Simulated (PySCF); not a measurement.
C₄H₅BO₂.
Atom-mapped SMILES: `[CH2:1]=[CH:2][C:3]1=[CH:4][O:5][BH:6][O:7]1` (hydrogens: H8, H9 on C1; H10 on C2; H11 on C4; H12 on B6)

Structure used (PBE0-D3(BJ)/def2-SVP), in Å, numbered top down from 1:
```xyz
12
C4H5BO2 angstrom
C     -2.0224   -0.2315    1.0211
C     -1.3279    0.3447    0.0315
C      0.0858    0.1538   -0.1884
C      0.9203    0.6491   -1.1303
O      2.1837    0.1778   -0.9297
B      2.1026   -0.6337    0.1792
O      0.8139   -0.6565    0.6484
H     -1.5342   -0.8975    1.7368
H     -3.0925   -0.0498    1.1374
H     -1.8229    1.0112   -0.6814
H      0.7401    1.3204   -1.9663
H      3.0197   -1.2289    0.6615
```

The closed-shell ground state was solved at several levels (PySCF, density fitting, gas phase, non-relativistic).

```tsv
level	basis functions	HOMO (eV)	LUMO (eV)	gap (eV)	dipole (D)
PBE0/cc-pVTZ	280	-6.47	-0.87	5.60	1.41
BP86/pcSseg-1	144	-5.69	-1.94	3.75	1.51
PBE0/pcSseg-0	73	-6.83	-0.99	5.84	2.08
PBE0/def2-TZVP	247	-6.49	-0.91	5.58	1.40
PBE0/pcSseg-2	322	-6.52	-0.96	5.56	1.40
CAM-B3LYP/pcSseg-1	144	-7.78	0.19	7.97	1.61
B97-D/pcSseg-1	144	-5.50	-1.73	3.77	1.49
PBE0/def2-SVP	123	-6.49	-0.83	5.66	1.56
```

Question: What might PBE0/cc-pVDZ (123 basis functions) give for the same quantities?

Answer: HOMO -6.37 eV, LUMO -0.72 eV, gap 5.65 eV, dipole 1.46 D.

Question: Over all these levels, which gives the widest orbital gap and which the narrowest?

Answer: CAM-B3LYP/pcSseg-1 (range-separated hybrid) has the widest, 7.97 eV, and BP86/pcSseg-1 (GGA) the narrowest, 3.75 eV. The two share the basis. From the narrowest to the widest the HOMO moves by -2.09 eV and the LUMO by +2.13 eV.

Question: How much does the basis alone move the frontier levels among the 6 PBE0 rows (the withheld one included)?

Answer: The HOMO by 0.46 eV and the LUMO by 0.27 eV. By rising basis size (HOMO, LUMO in eV): pcSseg-0 -6.83, -0.99; def2-SVP -6.49, -0.83; cc-pVDZ -6.37, -0.72; def2-TZVP -6.49, -0.91; cc-pVTZ -6.47, -0.87; pcSseg-2 -6.52, -0.96.

Question: How far do the dipole and the HOMO energy spread over the levels?

Answer: The dipole runs from 1.40 to 2.08 D (mean 1.55 D) and the HOMO from -7.78 to -5.50 eV.

One conformer stands for the species.
